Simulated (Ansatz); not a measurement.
`CBC(N)[SiH3]` + H₂ → `NC[SiH3]` + `BC` at 700 K and 1 bar (hydrogenolysis of a C–B bond).

Isolated molecules relaxed with PBE0-D4/def2-TZVP in Ansatz; ΔE leaves out vibrations. CBS: MP2 limit from def2 TZ/QZ plus the TZ coupled-cluster correction, frozen cores. This one scheme is used for every species. One conformer a species, not always the lowest.

```
       species  CCSD(T)/CBS energy (Eh)  H − E (kJ/mol)  S (J/(mol·K))
`CBC(N)[SiH3]`               -450.68789           410.2          520.0
            H₂                 -1.17544            46.8          155.3
    `NC[SiH3]`               -386.02732           271.9          392.4
          `BC`                -65.83255           189.6          311.0
```

H − E and S are ideal-gas, rigid-rotor, harmonic terms from PBE0-D4/def2-TZVP, for one conformer and one mirror image of each species. For small species the MP2-based limit differs from directly extrapolated CCSD(T) by up to some mEh (0.8 for H₂); such offsets cancel only in part. 1 Eh = 2625.50 kJ/mol, R = 8.31446 J/(mol·K).

Q: By hand: ΔE, ΔH, ΔS and ΔG.

A: ΔE = (-386.02732) + (-65.83255) − (-450.68789) − (-1.17544) = 0.00346 Eh = 9.1 kJ/mol. Δ(H − E) = 271.9 + 189.6 − 410.2 − 46.8 = 4.5, so ΔH = 13.6 kJ/mol. ΔS = 392.4 + 311.0 − 520.0 − 155.3 = 28.1 J/(mol·K). ΔG = 13.6 − 700 × (28.1)/1000 = -6.1 kJ/mol.

Q: By hand: the equilibrium constant, and the temperature at which ΔG would vanish if ΔH and ΔS stayed fixed.

A: log₁₀ K = −ΔG/(RT ln 10) = 0.5. ΔG = 0 at ΔH/ΔS = 484 K.

TΔS isn't small against ΔH here. A doubt of 5 kJ/mol in ΔE shifts log₁₀ K by 0.4 here. Other conformers and mirror images would add mixing entropy, several J/(mol·K) or more a flexible species. These are equilibria of isolated gas molecules and say nothing of rates. Largest T1 diagnostic: 0.012 (customary marks: 0.02 for closed shells, 0.045 for open ones).
